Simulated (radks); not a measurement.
The numbers below are computed, except where a source is named.
The mean radii <r> (bohr) of the occupied orbitals of an atom or ion are listed with their occupations. Code: a radial shooting solver on a logarithmic mesh with Libxc functionals. Model: Dirac Kohn-Sham, PBE, spin-unpolarised, spherical densities, point nucleus.

orbital  occ.      <r>
1s1/2       2  0.02268
2s1/2       2  0.09314
2p1/2       1  0.07743
2p3/2       2  0.08352

Name the element and its charge. Open shells, if any, are shared by 2j + 1.

Answer. Z = 62, samarium, charge +55: Sm55+ in [He] 2s2 2p3. The 1s radius gives Z: for a bare nucleus <r> = (2 gamma + 1)/(2Z) with gamma = sqrt(1 - (Z/c)^2), 0.02245 bohr for Z = 62, and screening makes it slightly larger (0.02268 here). The occupations add up to 7, and the charge is Z minus that.
